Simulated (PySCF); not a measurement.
## Rhodium: a sound run and one with changed settings

Sound run: Rh²⁺ [Kr] 4d7, Rh³⁺ [Kr] 4d6. All numbers are calculated (PySCF 2.14, a scalar-relativistic core potential, in aug-cc-pVDZ-PP with ECP28MDF (5s5p4d2f, 54 functions)). The sound run starts from symmetry-adapted Hartree-Fock orbitals and uses a fine grid where one is needed.

A second run was set up differently.

```
species  method  sound run (hartree)  changed run (hartree)  converged
   Rh²⁺     UHF           -108.56221             -108.56221        yes
   Rh²⁺     PBE           -109.17577             -109.19327        yes
   Rh²⁺    TPSS           -109.14841             -109.17610        yes
   Rh³⁺     UHF           -107.48398             -107.48398        yes
   Rh³⁺     PBE           -108.03075             -108.04031        yes
   Rh³⁺    TPSS           -108.00676             -108.02230        yes
```

Ionisation energy of Rh²⁺:

```
method  sound run (eV)  changed run (eV)
   UHF          29.340            29.340
   PBE          31.158            31.374
  TPSS          31.066            31.396
```

What was changed?
A. basis contracted for another Hamiltonian
B. angular grid far too coarse
C. a valence shell is frozen
D. minimal basis

B. It used 26 angular points. A coarse angular grid integrates products of high-l functions wrongly, so density functionals can shift, and the SCF can exploit the error; Hartree-Fock and MP2 need no grid.
